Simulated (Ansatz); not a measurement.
H2Zn (SMILES [ZnH2]), charge 0, multiplicity 1, relaxed at each level with Ansatz (a program for electronic structure); harmonic frequencies from differences of analytic forces, average atomic masses, frozen cores.

| level | harmonic frequencies (cm⁻¹) | ZPE (eV) | cost over HF/def2-TZVPP (rough) |
|---|---|---|---|
| HF/def2-TZVPP | 610 610 1860 1871 | 0.307 | ×1 |
| PBE/def2-TZVPP | 654 654 1863 1879 | 0.313 | ×1 |
| r2SCAN/def2-TZVPP | 670 670 1922 1945 | 0.323 | ×1 |
| B3LYP/def2-TZVPP | 655 655 1888 1902 | 0.316 | ×1 |
| MP2/def2-TZVPP | 660 660 1980 2009 | 0.329 | ×1 |
| CCSD(T)/def2-TZVPP | 624 624 1898 1922 | 0.314 | ×10 |

Measured: fundamentals as far as tabulated 1889, 633 cm⁻¹ [NIST CCCBDB]. Measured modes stand in the spectroscopists' order.
